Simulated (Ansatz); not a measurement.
Reaction (ligand exchange at a Ge–O bond): `[SiH3][O][GeH2][SH]` + HCl → `[SH][GeH2][Cl]` + `O[SiH3]`

Gas-phase electronic energies from Ansatz, PBE0-D4/def2-TZVP geometries. CBS: MP2 limit from def2 TZ/QZ plus the TZ coupled-cluster correction, frozen cores. This one scheme is used for every species. DFT in def2-TZVPP. For Ge outer-core shells are correlated without core-valence functions, which leaves a few kJ/mol of doubt a bond. Scalar relativity is left out up to krypton. Each species was taken in one conformer, which may not be the lowest.

`[SiH3][O][GeH2][SH]`:

Z-matrix (Å, degrees):
```
Si
O 1 1.640
H 1 1.487 2 111.2
H 1 1.489 2 111.3 3 121.1
H 1 1.484 2 107.3 3 -119.3
Ge 2 1.771 1 132.8 3 -73.3
S 6 2.215 2 110.2 1 28.5
H 6 1.531 2 105.4 1 149.2
H 6 1.533 2 108.8 1 -87.5
H 7 1.343 6 94.1 2 72.5
```

HCl:

Cartesian coordinates in Å:
```
Cl -0.235 -0.105 -0.585
H 0.235 0.105 0.585
```

`[SH][GeH2][Cl]`:

Cartesian coordinates in Å:
```
S -0.447 0.274 1.691
Ge 0.435 -0.051 -0.304
Cl -0.477 1.245 -1.766
H -1.610 -0.321 1.377
H 0.188 -1.480 -0.797
H 1.912 0.333 -0.203
```

`O[SiH3]`:

```xyz
6

O     0.424   -1.169    0.309
Si   -0.267    0.291   -0.014
H     1.324   -1.313    0.015
H     0.487    1.408    0.620
H    -1.636    0.226    0.547
H    -0.332    0.557   -1.478
```

```tsv
level	ΔE (kcal/mol)
PBE	-8.9
MP2/def2-QZVPP	-6.0
```

(1) What does CCSD(T)/CBS give? (Estimate.)

Largest T1 diagnostic among the species: 0.012.

Results:

(1) Ansatz gave: -5.9 kcal/mol. The listed levels differ from it by -3.0, -0.1 kcal/mol.

The D4 term adds +1.6 kcal/mol with B3LYP and +1.0 kcal/mol with PBE0; it sums over pairs of atoms, weighted by their polarisabilities, and B3LYP, whose exchange is more repulsive, gets the larger term. In def2-TZVPP, CCSD(T) changes the Hartree–Fock value by +2.1 kcal/mol (the triples alone add +0.2 kcal/mol) and MP2 by +1.4 kcal/mol.

B3LYP here is the variant with VWN-RPA as its local correlation; programs differ in this.
